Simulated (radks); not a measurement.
Q: Coherent X-ray form factor from a spherical all-electron density. Method: scalar-relativistic Kohn-Sham, SCAN, spin-polarised, spherical densities, finite nucleus; meta-GGA in the generalised Kohn-Sham scheme; Fermi nuclear charge, rms radius of each element as measured or else 0.836 A^(1/3) + 0.57 fm; computed with a radial shooting solver on a logarithmic mesh with Libxc functionals.

| sin(theta)/lambda (1/angstrom) | f0 (electrons) |
|---|---|
| 0.05 | 38.945 |
| 0.1 | 38.780 |
| 0.15 | 38.508 |
| 0.2 | 38.132 |
| 0.25 | 37.659 |
| 0.3 | 37.096 |
| 0.4 | 35.728 |
| 0.5 | 34.102 |
| 0.6 | 32.300 |
| 0.8 | 28.484 |
| 1 | 24.827 |
| 1.25 | 20.962 |
| 1.5 | 18.008 |
| 2 | 13.979 |

The species is in the configuration that NIST lists as its ground one. Which atom or ion scatters so?

A: The tungsten ion W35+, [Kr] 4d3. Extrapolating in s^2 from the first two rows gives f0(0) = 39.0, near the electron count 39; among species with that count, the fall with angle is slower the higher Z, and the table is that of Z = 74; from so few rows the species is fixed only to a neighbour or two.
